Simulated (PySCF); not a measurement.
**Radial density of W⁶⁷⁺ (tungsten, charge +67)**

PBEsol, [He] 2s2 2p3, high-spin 4S determinant. Computed with PySCF 2.14 in an even-tempered Gaussian basis (17 s from 47 bohr⁻², ratio 2.2; 10 p from 61 bohr⁻², ratio 2.2; 5 d from 230 bohr⁻², ratio 2.4; 5 f from 340 bohr⁻², ratio 2.4; 4 g from 510 bohr⁻², ratio 2.4), with no relativity, point nucleus.

| r (bohr) | 4πr²ρ (e/bohr) | 4πr²(ρα − ρβ) |
| --- | --- | --- |
| 0.000341 | 0.3946 | 0.0000 |
| 0.000573 | 1.079 | -0.0001 |
| 0.000964 | 2.880 | -0.0002 |
| 0.00162 | 7.393 | 0.0005 |
| 0.00273 | 17.75 | 0.0087 |
| 0.00459 | 38.12 | 0.0717 |
| 0.00771 | 67.86 | 0.4774 |
| 0.0130 | 88.58 | 2.6358 |
| 0.0218 | 73.56 | 11.1136 |
| 0.0367 | 53.78 | 30.4085 |
| 0.0617 | 66.80 | 40.6669 |
| 0.104 | 33.51 | 16.4135 |
| 0.175 | 2.081 | 0.8904 |
| 0.294 | 0.005028 | 0.0018 |

A non-relativistic calculation at this Z misses sizeable relativistic shifts. Spin-orbit coupling, which splits the p, d and f shells strongly at this Z, is absent. Spin-orbit coupling is strong in this species (close to jj coupling), so the high-spin LS determinant is a model state, not a physical level.
